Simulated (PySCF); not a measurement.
Bi(F)2(TeH) (BiF2HTe), SMILES [TeH][Bi]([F])[F]. Geometry optimised at B3LYP-D3(BJ)/def2-SVP. The def2 effective core potentials stand for the cores of Bi, Te; spin–orbit coupling is left out.

Task: Give the equilibrium geometry at B3LYP-D3(BJ)/def2-SVP (PySCF confirms it by a frequency run) as bond lengths and angles. (An estimate is asked for; the answer gives what the named calculation found.)

Result: 
Atoms: Bi1 F2 F3 Te4 H5. Bonds (Å): Bi1–F2 2.039, Bi1–F3 2.043, Bi1–Te4 2.881, Te4–H5 1.677. Bond angles (°): F2–Bi1–F3 94.0, F2–Bi1–Te4 94.4, F3–Bi1–Te4 100.1, Bi1–Te4–H5 87.7.
